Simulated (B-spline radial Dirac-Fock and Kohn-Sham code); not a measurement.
**How the settings move the core levels of Sr⁷⁺**

ΔSCF core binding energies without Breit or QED terms, calculated with an atomic code on a B-spline grid. Keys: rel is the Hamiltonian (dirac, or spin-free x2c and nr, where L3 and M5 stand for the whole 2p and 3d shells), method is hf or an exchange,correlation pair (spin-unpolarised, also for the hole states), nuc the nuclear model, radius_factor scales its radius, rmax is the box in bohr, h the logarithmic mesh step, order the B-spline order, points the quadrature points per cell, c_factor scales the speed of light, and damp, ndamp, maxit and tol steer the iteration. The run stops when the commutator error falls below 10·tol·max(1, Z/10), or the numerical noise floor, and the energy has settled to about 1e-8 Ha; the virial ratio is −V/T.

Base input:

```json
{"items": [{"Z": 38, "q": 7, "cfg": [[1, 0, 2], [2, 0, 2], [2, 1, 6], [3, 0, 2], [3, 1, 6], [3, 2, 10], [4, 0, 2], [4, 1, 1]], "A": 88, "rrms": 4.224, "do": "settings", "holes": ["K", "L3", "M5"],
  "settings": [{"rel": "dirac", "method": "hf", "nuc": "fermi", "radius_factor": 1.0, "rmax": 45.0, "h": 0.3, "order": 8, "points": 10, "c_factor": 1.0, "maxit": 60, "damp": 0.5, "ndamp": 3, "tol": 1e-08}]}]}
```

The ground state converged in 9 iterations, with total energy -3164.33487 Ha, virial ratio 1.97039 and highest orbital energy -119.31 eV. ΔSCF binding energies: K (1s) 16269.7 eV, L3 (2p3/2) 2066.3 eV, M5 (3d5/2) 251.7 eV.

Changes from the base run:

| changed setting | Δ total energy (Ha) | Δ K (eV) | Δ L3 (eV) | Δ M5 (eV) | iterations |
| --- | --- | --- | --- | --- | --- |
| c_factor = 10.0 | ? | ? | ? | ? | ? |
| radius_factor = 1.2 | +0.01323 | -0.15 | 0.00 | 0.00 | 9 |
| radius_factor = 1.2; rmax = 25.0; tol = 1e-06 | +0.01323 | -0.15 | 0.00 | 0.00 | 8 |
| method = "pbe,pbe" | -1.43424 | +20.74 | -8.97 | +1.15 | 9 |
| rel = "x2c"; radius_factor = 1.2; h = 0.4 | +0.73619 | -10.61 | +21.81 | +0.75 | 10 |
| order = 6 | +0.00007 | 0.00 | 0.00 | 0.00 | 9 |
| damp = 0.2 | 0.00000 | 0.00 | 0.00 | 0.00 | 9 |

Q: What does the change c_factor = 10.0 do?

A: The total energy moves by +46.05002 Ha and the binding energies by K -321.07 eV, L3 +3.73 eV, M5 +3.00 eV; the run takes 9 iterations.
